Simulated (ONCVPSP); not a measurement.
# Te: one change to an ONCV potential, before and after

* Element: Te
* Generator: ONCVPSP 4.0.1
* Type: optimised norm-conserving Vanderbilt (ONCV)
* Functional: PBEsol
* Relativity: scalar-relativistic
* Frozen core: [Kr] 4d10
* Valence charge: 6
* Reference configuration: 5s2 5p4
* Partial waves: 5s: rc 1.75 bohr, ncon 4, nbas 8, qcut 3.7 1/bohr, 2 projectors, debl 1.3 Ha; 5p: rc 1.75 bohr, ncon 4, nbas 7, qcut 4.9 1/bohr, 1 projector
* Local potential: polynomial inside 1.50 bohr (lpopt 5, dvloc0 1 Ha)
* Core correction: Teter function, fcfact 5, rcfact 1.8

Change: s: qcut 2.7.

Cutoffs: the cutoffs (Ha) at which the residual kinetic energy of the hardest occupied pseudo-wave falls to 1 and 0.1 mHa per electron; they do not see the model core or the augmentation charge, which bear on the density cutoff. Errors are all-electron minus pseudo energies relative to the spin-unpolarised reference configuration.

Problem. How do hardness, ghosts and transferability respond?

Solution. The potential gets harder (10 Ha and 45 Ha → 44 Ha and 55 Ha); the lowest positive-energy flag moves from s at 11.0 eV to p at 30.5 eV; the errors of the 4 common tests hardly move; the range in which the s phases agree narrows (upper end at the end of the scan → 1.1); neither file shows a bound ghost.

```csv
quantity,base,changed
"cutoff, loose",10 Ha,44 Ha
"cutoff, tight",45 Ha,55 Ha
loose cutoff by channel,"s 9.0 Ha, p 10 Ha","s 44 Ha, p 10 Ha"
bound ghosts,none,none
GHOST(+) flags under 300 eV,"s at 11.0 eV, p at 30.5 eV","p at 30.5 eV, s at 30.5 eV"
"error for 5s2 5p3, meV [ΔE 9.75 eV]",-61,-61
"error for 5s2 5p2, meV [ΔE 27.72 eV]",-318,-318
"error for 5s2 5p1, meV [ΔE 54.68 eV]",-906,-906
"error for 5s1 5p4, meV [ΔE 19.63 eV]",-47,-50
s: phases at 1.77 bohr within 0.05 rad from the reference energy up to (Ha; the scan ends near 5),to the end of the scan,1.1
p: phases at 1.77 bohr within 0.05 rad from the reference energy up to (Ha; the scan ends near 5),0.3,0.3
"rms error of d²Exc/dni dnj with the model core, mHa",6.36,6.44
```

Base: The cutoffs count occupied waves only; projector 2 of the s channel, the hardest unoccupied one, needs 27 Ha at the loose tolerance.
